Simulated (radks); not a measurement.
Species: Yb+. Configuration: [Xe] 4f14 6s1. All-electron calculation, Dirac Kohn-Sham, LDA (Slater exchange, Perdew-Zunger correlation), spin-unpolarised, spherical densities, finite nucleus; Fermi nuclear charge, rms radius 5.3108 fm. Program: a radial shooting solver on a logarithmic mesh with Libxc functionals.

Normalised radial functions P(r) = r R(r) (large component), r in bohr:

```
   r/bohr * 5s1/2, o 4f5/2, + 5d3/2 (the largest magnitude, 1.15, reaches the edge; | marks zero, & curves that meet)
 0.001333                             & *
 0.001551                             & *
 0.001806                             & *
 0.002103                             & *
 0.002448                             & *
  0.00285                             &  *
 0.003344                             &  *
 0.003893                             &  *
 0.004532                             &  *
 0.005276                             &   *
 0.006142                             &   *
  0.00715                             &   *
 0.008391                             &   *
 0.009769                             &   *
  0.01137                             &   *
  0.01324                             &  *
  0.01541                             &  *
  0.01794                             & *
  0.02089                             &*
  0.02451                             &
  0.02854                           * &
  0.03322                          *  o+
  0.03867                        *    o+
  0.04502                       *     o+
  0.05241                       *     o +
  0.06151                       *     |o+
  0.07161                        *    |o+
  0.08336                           * | o+
  0.09705                             |* &
    0.113                             |   &
   0.1315                             |   + o*
   0.1543                             |  +    o*
   0.1797                             | +     *  o
   0.2092                             |+   *        o
   0.2435                            +*                o
   0.2835                       *  +  |                    o
     0.33                  *      +   |                       o
   0.3873                *       +    |                         o
   0.4509                  *     +    |                          o
   0.5249                        *+   |                          o
   0.6111                           + |  *                      o
   0.7114                             +           *          o
   0.8281                             |   +               *o
   0.9641                             |      +          o     *
    1.131                             |         +   o          *
    1.317                             |          o+         *
    1.533                             |        o    +   *
    1.785                             |      o     *+
    2.078                             |    o  *     +
    2.419                             |  o*         +
    2.839                             | &          +
    3.305                             |*o        +
    3.848                             *o       +
    4.479                             *o     +
    5.214                             &    +
     6.07                             &  +
    7.124                             & +
    8.293                             &+
    9.655                             &
    11.24                             &
```

5s1/2: eigenvalue -61.855 eV, 4 radial nodes at r = 0.0236, 0.0941, 0.245, 0.579 bohr, <r> = 1.21 bohr, 90 % of the charge inside 1.75 bohr. 4f5/2: eigenvalue -10.791 eV, 0 radial nodes, <r> = 0.774 bohr, 90 % of the charge inside 1.36 bohr. 5d3/2 (empty): eigenvalue -6.934 eV, 2 radial nodes at r = 0.226, 0.694 bohr, <r> = 2.72 bohr, 90 % of the charge inside 4.43 bohr.
